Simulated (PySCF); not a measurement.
## Potential energy of KH⁺ along the bond

Set-up: K def2-SVPD, H def2-SVPD; no relativity (PySCF 2.14). Energies in eV from K⁺ + H in their ground configurations at the same level. State: ²Σ⁺ (doublet), unpaired electrons σ ↑.

All columns are r²SCAN. A positive dipole points towards H; it is taken about the centre of mass and depends on that origin.

```csv
R (Å),E (eV),μ (D),Mulliken charge on K (basis-dependent),HOMO (eV),LUMO (eV),Mayer bond order,⟨S²⟩
2.773,-0.037,0.05,0.98,-13.21,-7.16,0.04,0.75
2.902,-0.046,0.03,0.98,-13.01,-6.99,0.04,0.75
3.031,-0.049,0.01,0.98,-12.82,-6.82,0.05,0.75
3.128,-0.050,-0.01,0.98,-12.68,-6.70,0.05,0.75
3.225,-0.049,-0.03,0.98,-12.54,-6.58,0.05,0.75
3.322,-0.048,-0.06,0.98,-12.41,-6.46,0.05,0.75
3.451,-0.045,-0.09,0.98,-12.25,-6.32,0.04,0.75
3.612,-0.040,-0.13,0.98,-12.06,-6.15,0.04,0.75
3.805,-0.035,-0.18,0.98,-11.85,-5.95,0.03,0.75
4.064,-0.028,-0.24,0.99,-11.59,-5.72,0.03,0.75
```

A fit through these points gives, at Re = 3.120 Å, μ = -0.01 D and dμ/dR = -0.206 D/Å; the reduced mass is 0.9824 u.

Question: How strong is the fundamental in the double-harmonic approximation, I = 42.26·(dμ/dR)²/μred km/mol?

Answer: I = 42.26·(-0.206)²/0.9824 = 1.83 km/mol at r²SCAN.

The bond is weak. Basis-set superposition, not corrected here, can be much of De in a small basis, most of all at correlated wavefunction levels. For an ion De counts to the pair picked by the measured ionisation energies or electron affinities, which need not be the lowest pair at this level. The state was picked by a PBE0 search and need not be the measured ground state.
